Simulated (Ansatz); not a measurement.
Geometry optimisation, Ansatz, RKS PBE/def2-mTZVP.

Input:

```yaml
crystal:
  periodic: [false, false, false]
  atoms:
    - { symbol: Al, position_ang: [0.0, 0.0, 0.0] }
    - { symbol: "N", position_ang: [0.0, 0.0, 2.27] }
    - { symbol: H, position_ang: [-0.877, -0.2713, 2.8] }
    - { symbol: H, position_ang: [0.877, 0.2713, 2.8] }
    - { symbol: F, position_ang: [1.4635, 0.0, -0.845] }
    - { symbol: Cl, position_ang: [-1.9312, 0.0, -1.115] }
    - { symbol: O, position_ang: [-0.6052, 1.8788, 0.6559] }
    - { symbol: H, position_ang: [-1.5353, 2.0722, 0.3129] }
    - { symbol: H, position_ang: [-0.389, 1.2078, 1.8121] }
basis:
  gaussian: { orbitals: def2-mTZVP }
hamiltonian:
  xc: pbe
relax:
  f_tol: 0.15
  max_steps: 25
  restrain:
    - { distance: [0, 6], at: 1.78, k: 30.0 }
    - { distance: [8, 1], at: 1.06, k: 30.0 }
    - { distance: [0, 1], at: 3.12, k: 30.0 }
    - { distance: [8, 6], at: 2.21, k: 30.0 }
```

Run as:

```bash
$ ansatz run input.yaml --threads 4 --pin off --max-ram 5120MiB --backend cpu --events-out ev --progress --plain --runs-dir out
```

Problem. Where does it end, and by what steps?

Solution. The run converged. The restraints hold the end off the free minimum. After 8 steps the energy has fallen by 1.453 eV (the restraints' own energy left out); Al1 moved furthest, 0.77 Å. Joined: N2–H9 (1.35 → 1.04 Å).

```csv
step,energy less start (eV),largest force component (eV/Å),accepted
0,0.0000,2.963,yes
1,-0.1779,4.284,yes
2,-0.4524,3.737,yes
3,-0.8077,2.686,yes
4,-1.1085,3.940,yes
5,-1.2996,2.019,yes
6,-1.4039,1.019,yes
7,-1.4396,1.242,yes
8,-1.4531,0.998,yes
```

```xyz
9
Properties=species:S:1:pos:R:3
Al -0.262 0.480 -0.547
N -0.071 0.053 2.513
H -0.844 -0.229 3.119
H 0.803 -0.051 3.032
F 1.299 0.080 -0.947
Cl -1.855 -0.650 -1.348
O -0.501 2.005 0.285
H -1.380 2.412 0.318
H -0.187 1.059 2.266
```

Run time: 14 s on 4 threads of Arm Neoverse V2, with other jobs on the host, peak memory 0.19 GiB.
